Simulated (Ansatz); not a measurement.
AsH2 (SMILES [AsH2]) moved off its minimum; all values from Ansatz (a first-principles code), cores frozen in correlated methods. Open shells are unrestricted.
(charge 0, multiplicity 2)
```xyz
3

As     0.1650    -0.0183    -0.0443
H     -1.1916    -0.8876    -0.1501
H      1.0599    -1.1393     0.0547
```

### Question
Give the forces (eV/Å), the total energy and the dipole at CCSD(T)/aug-cc-pVTZ.

### Answer

| atom | Fx | Fy | Fz |
|---|---|---|---|
| As1 | -2.206 | 1.237 | -0.218 |
| H2 | 1.179 | 0.475 | 0.097 |
| H3 | 1.027 | -1.712 | 0.121 |
Energy -2235.5372 hartree, dipole 0.40 D.
